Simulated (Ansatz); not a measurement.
Species: CH₃ClFSi, net charge 0, doublet state. It need not be the lowest isomer of its formula. 
Coordinates optimised at B3LYP-D3(BJ)/def2-TZVP (Ansatz, a quantum-chemistry and plane-wave program):
```
C
H 1 1.0899
H 1 1.0906 2 109.14
H 1 1.0930 2 109.05 3 -119.07
Si 1 1.8709 2 110.32 3 121.42
F 5 1.6078 1 107.97 2 177.04
Cl 5 2.0718 6 107.18 1 117.86
```
Charge 0, spin multiplicity 2.

Basis-set convergence of Hartree-Fock and CCSD(T) correlation energies (hartree) with Ansatz. Valence correlation only, unless marked. UHF or UKS for open shells. Spin-orbit coupling is left out. Non-relativistic.

```csv
basis,functions,E(HF),"E(corr, CCSD(T))"
cc-pV(D+d)Z,89,-887.58727,-0.59453
cc-pV(T+d)Z,180,___,___
```

What belongs in the gaps?


- cc-pV(T+d)Z, E(HF): -887.67296
- cc-pV(T+d)Z, E(corr, CCSD(T)): -0.77473
